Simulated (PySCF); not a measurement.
Species: C4H13Si2 (doublet state).
Atom-mapped SMILES: `[CH3:1][CH2:2][SiH2:3][C@H:4]([CH3:5])[SiH2:6]` (hydrogens: H7, H8, H9 on C1; H10, H11 on C2; H12, H13 on Si3; H14 on C4; H15, H16, H17 on C5; H18, H19 on Si6)

Geometry (GFN2-xTB, Å), atoms numbered from 1 in this order:
```xyz
19
C4H13Si2 angstrom
C     -2.1967   -1.0707    0.8837
C     -1.6730   -0.9357   -0.5403
Si    -0.5217    0.5585   -0.7865
C      0.8583    0.5601    0.5285
C      1.8475    1.7010    0.2896
Si     1.7629   -1.1125    0.5799
H     -2.8821   -1.9129    0.9696
H     -1.3738   -1.2338    1.5774
H     -2.7274   -0.1700    1.1855
H     -1.1523   -1.8547   -0.8140
H     -2.5172   -0.8442   -1.2240
H     -1.3022    1.8048   -0.7042
H      0.0754    0.4812   -2.1279
H      0.3943    0.7248    1.5064
H      1.3368    2.6634    0.2963
H      2.6203    1.7219    1.0580
H      2.3360    1.5914   -0.6768
H      2.6900   -1.2230    1.7067
H      2.4152   -1.4405   -0.6849
```

The hyperfine couplings belong to this conformer and change with its torsions.

Computed, not measured: UKS B3LYP, pcH-1 on C H Si, non-relativistic, mean-field spin-orbit, GIAO in PySCF 2.14.0. The structure is a single GFN2-xTB conformer in the gas phase; no vibrational or solvent corrections. Couplings are sensitive to structure, and on GFN2-xTB geometries they can be far from those on DFT ones, by a factor of two or more for some ions and for spin on atoms past the first row. The SCF solution wasn't tested for stability.

Match the computed a_iso(29Si) values -410.3, -1.2 MHz with the sites Si3; Si6.

```csv
site,a_iso (MHz),ρ(0) (bohr⁻³),position,distance from Si6 (Å),spin population,largest |T| (MHz)
Si3,-1.2,+0.0014,2 bonds from Si6,3.14,-0.01,1.0
Si6,-410.3,+0.4628,largest spin population,0.00,+0.99,178.0
```

ρ(0) is the spin density at the nucleus and T the dipolar tensor; a_iso includes a spin–orbit part; entries for several nuclei are means. The largest Mulliken spin population is on Si6 (+0.99). The angles at Si6 add up to 337.1°, so it is pyramidal.

Means are taken over nuclei equivalent by connectivity, which assumes that they swap fast. The three 1H nuclei of mean +9.6 MHz run from 0.9 to 26.9 MHz in the frozen geometry. The 1H value of +27.3 MHz is a mean of couplings from 24.5 to 30.1 MHz in this one geometry, not an average over conformers.

Time: 1.8 min (with the writing of density and orbital grids); peak memory 0.97 GiB. Hardware: one thread of an Arm Neoverse V2, shared host with 96 logical CPUs at a one-minute load of 74.
